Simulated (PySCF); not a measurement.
# Solvent effects on NMR parameters

Cartesian coordinates in Å; atom numbers follow the order of the lines, from 1:
```xyz
21

C    -3.0538   -0.3179   -0.3207
C    -1.6216   -0.7063    0.0381
Si   -0.4665    0.7552    0.1903
O    -0.4673    1.4939   -1.3104
C     1.2829    0.2407    0.6801
Si    2.4393    1.7236    0.7394
Si    1.9691   -1.1534   -0.3885
H    -3.5017    0.3284    0.4511
H    -3.7023   -1.2015   -0.4270
H    -3.0853    0.2375   -1.2703
H    -1.5894   -1.2651    0.9905
H    -1.2047   -1.3888   -0.7235
H    -0.9651    1.7127    1.2337
H    -0.0010    2.3303   -1.3934
H     1.2168   -0.1424    1.7174
H     3.8092    1.3370    1.1959
H     1.9016    2.7725    1.6616
H     2.5599    2.3336   -0.6239
H     1.2227   -2.4248   -0.1371
H     1.8430   -0.8017   -1.8348
H     3.4146   -1.3951   -0.0849
```

GIAO PBE0/pcSseg-1 in PySCF 2.14.0 with density-fitted response routines on one PBE0-D3(BJ)/def2-SVP conformer, non-relativistic, equivalent nuclei averaged. Solvents enter as an IEF-PCM continuum (dichloromethane with ε = 8.9, methanol with ε = 32.6) around the gas-phase geometry. Shifts are referred to TMS computed in the same medium.

Gas phase, δ in ppm: C2 10.9, C1 8.7, C5 -13.2, Si3 6.5, Si6 -65.7, Si7 -69.5, H13 5.02, H19/H20/H21 4.05, H16/H17/H18 4.03, H8/H9/H10 1.16, H12 0.95, H14 0.85, H11 0.23, H15 -1.14. Dipole moment 0.99 D.

Q: How does each δ change in the continuum?

A: 
| atoms | environment | Δδ, dichloromethane | Δδ, methanol |
| --- | --- | --- | --- |
| C2 | sp3 CH2 bonded to Si | +0.3 | +0.3 |
| C1 | methyl carbon | +0.5 | +0.6 |
| C5 | sp3 CH bonded to 3 Si | +0.5 | +0.6 |
| Si3 | silicon bonded to 2 C, O, H | +0.9 | +1.1 |
| Si6 | silicon bonded to C, 3 H | +0.6 | +0.7 |
| Si7 | silicon bonded to C, 3 H | +0.7 | +0.9 |
| H13 | hydrogen on a silicon bonded to 2 C, O | -0.10 | -0.11 |
| H19/H20/H21 | hydrogen on a silicon bonded to C | -0.08 | -0.09 |
| H16/H17/H18 | hydrogen on a silicon bonded to C | -0.04 | -0.05 |
| H8/H9/H10 | hydrogen on a methyl carbon | -0.04 | -0.04 |
| H12 | hydrogen on an sp3 CH2 bonded to Si | -0.02 | -0.03 |
| H14 | hydrogen on an oxygen bonded to Si | +0.70 | +0.81 |
| H11 | hydrogen on an sp3 CH2 bonded to Si | +0.17 | +0.21 |
| H15 | hydrogen on an sp3 CH bonded to 3 Si | +0.39 | +0.46 |

Changes are relative to the gas phase. The dipole moment becomes 1.35 D in dichloromethane, 1.43 D in methanol.

Q: Which of the listed nuclei move most (in ppm), and what does the model miss? (N and O are left out, as their reference compounds move with the solvent too.)

A: Si3 (silicon bonded to 2 C, O, H, +1.1 ppm) in methanol. A continuum only polarises the solute; specific hydrogen bonds, the anisotropy of aromatic solvents and changes of geometry or conformer are outside it.
